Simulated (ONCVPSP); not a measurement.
## B: one change to an ONCV potential, before and after

ONCVPSP 4.0.1 input, shortened (lines: element, Z, core and valence counts, functional; n l f; lmax; l rc ep ncon nbas qcut; lloc lpopt rc5 dvloc0; l nproj debl; icmod fcfact rcfact), LDA (Perdew-Wang 92), fully relativistic:

```
  B 5.00    1    2  -001012      upf
    1    0    2.00
    2    0    2.00
    2    1    0.75
    2
    0    1.00    0.00    3    7    6.00
    1    4.00    0.00    5    8    4.10
    2    3.10    0.24    5   10    3.30
    4    5    0.80   -1.00
    0    3    1.20
    1    2    0.50
    2    2    1.20
    3    3.50    1.20
```

Open shells are filled in proportion to 2j + 1.

Change: core correction Teter function, fcfact 3.5, rcfact 1.64.

Cutoffs: the cutoffs (Ha) at which the residual kinetic energy of the hardest occupied pseudo-wave falls to 1 and 0.1 mHa per electron; they do not see the model core or the augmentation charge, which bear on the density cutoff. Errors are all-electron minus pseudo energies relative to the spin-unpolarised reference configuration.

Q: Predict the effect on cutoff, ghosts and configuration errors.

A: The potential gets neither clearly harder nor softer (12 Ha and 89 Ha → 12 Ha and 89 Ha); both files keep a bound ghost (d, s); the errors of the 4 common tests hardly move. A model core, the more so a compact one, raises the density cutoff, which this test does not measure.

| quantity | base | changed |
| --- | --- | --- |
| cutoff, loose | 12 Ha | 12 Ha |
| cutoff, tight | 89 Ha | 89 Ha |
| bound ghosts | s, d5/2, d3/2 | s, d5/2, d3/2 |
| GHOST(+) flags under 300 eV | p3/2 at 15.4 eV, p1/2 at 15.6 eV | p3/2 at 15.4 eV, p1/2 at 15.6 eV |
| error for 2s2 2p1, meV [ΔE -1.19 eV] | +5.8 | +5.7 |
| error for 2s2 2p0, meV [ΔE 7.13 eV] | +120 | +118 |
| error for 2s1 2p0, meV [ΔE 32.43 eV] | +411 | +365 |
| error for 2s1 2p1, meV [ΔE 13.09 eV] | -72 | -78 |
| s: phases at 1.01 bohr within 0.05 rad from the reference energy up to (Ha; the scan ends near 5) | to the end of the scan | to the end of the scan |
| p3/2: phases at 4.06 bohr within 0.05 rad from the reference energy up to (Ha; the scan ends near 5) | 0.5 | 0.5 |
| p1/2: phases at 4.06 bohr within 0.05 rad from the reference energy up to (Ha; the scan ends near 5) | 0.5 | 0.5 |
| d5/2: phases at 3.14 bohr within 0.05 rad from the reference energy up to (Ha; the scan ends near 5) | 3.5 | 3.5 |
| d3/2: phases at 3.14 bohr within 0.05 rad from the reference energy up to (Ha; the scan ends near 5) | 3.5 | 3.5 |
| rms error of d²Exc/dni dnj with the model core, mHa | 6.17 | 4.42 |

 A true bound ghost makes a file unfit for plane-wave use even where its test errors are small: the radial tests pick states by their node count and pass the ghost by.
